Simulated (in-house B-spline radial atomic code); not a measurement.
## Neutral holmium: [Xe] 4f11 6s2

Computed with a radial B-spline atomic code at the basis-set limit: Dirac-Kohn-Sham LDA PW92, spherical fractional occupations, Fermi nucleus of rms radius 5.2022 fm.

Z_r = [3n² - l(l+1)]/(2<r>); Z_e = n√(-2ε); the last column is Slater's effective charge. Values are occupation-weighted means over j. An effective charge above Z reflects the relativistic contraction of the inner shells.

```json
{"shell": "1s", "electrons": "2", "ε (eV)": "-55373", "<r> (bohr)": "0.02076", "Z_r": "72.27", "Z_e": "63.80", "Slater": "66.70"}
{"shell": "2s", "electrons": "2", "ε (eV)": "-9258.5", "<r> (bohr)": "0.0876", "Z_r": "68.50", "Z_e": "52.17", "Slater": "62.85"}
{"shell": "2p", "electrons": "6", "ε (eV)": "-8245.9", "<r> (bohr)": "0.0777", "Z_r": "64.35", "Z_e": "49.24", "Slater": "62.85"}
{"shell": "3s", "electrons": "2", "ε (eV)": "-2067.3", "<r> (bohr)": "0.2297", "Z_r": "58.78", "Z_e": "36.98", "Slater": "55.75"}
{"shell": "3p", "electrons": "6", "ε (eV)": "-1754", "<r> (bohr)": "0.2283", "Z_r": "54.75", "Z_e": "34.06", "Slater": "55.75"}
{"shell": "3d", "electrons": "10", "ε (eV)": "-1336.5", "<r> (bohr)": "0.208", "Z_r": "50.49", "Z_e": "29.73", "Slater": "45.85"}
{"shell": "4s", "electrons": "2", "ε (eV)": "-407.74", "<r> (bohr)": "0.5191", "Z_r": "46.24", "Z_e": "21.90", "Slater": "39.25"}
{"shell": "4p", "electrons": "6", "ε (eV)": "-303.79", "<r> (bohr)": "0.5495", "Z_r": "41.86", "Z_e": "18.90", "Slater": "39.25"}
{"shell": "4d", "electrons": "10", "ε (eV)": "-158.71", "<r> (bohr)": "0.597", "Z_r": "35.18", "Z_e": "13.66", "Slater": "27.85"}
{"shell": "5s", "electrons": "2", "ε (eV)": "-50.43", "<r> (bohr)": "1.277", "Z_r": "29.36", "Z_e": "9.63", "Slater": "11.90"}
{"shell": "5p", "electrons": "6", "ε (eV)": "-26.234", "<r> (bohr)": "1.521", "Z_r": "23.99", "Z_e": "6.94", "Slater": "11.90"}
{"shell": "6s", "electrons": "2", "ε (eV)": "-3.9415", "<r> (bohr)": "4.01", "Z_r": "13.46", "Z_e": "3.23", "Slater": "2.85"}
{"shell": "4f", "electrons": "11", "ε (eV)": "-3.3519", "<r> (bohr)": "0.8571", "Z_r": "21.00", "Z_e": "1.99", "Slater": "17.50"}
```

The least bound orbital is 4f7/2 at -2.932 eV, while the most diffuse is 6s1/2 (<r> = 4.01 bohr against 0.8672 bohr): energy order and size order differ.

Spin-orbit splittings of the orbital energies (j = l + 1/2 above j = l - 1/2 when positive): 2p 855.9 eV, 3p 178.7 eV, 3d 39.09 eV, 4p 40.28 eV, 4d 7.309 eV, 5p 5.06 eV, 4f 0.9795 eV.

For the 1s electron the small component carries 6.26 % of the norm, the zero-frequency Breit interaction raises the level by 175 eV, self-energy by 106.1 eV, and vacuum polarisation lowers it by 18.08 eV.
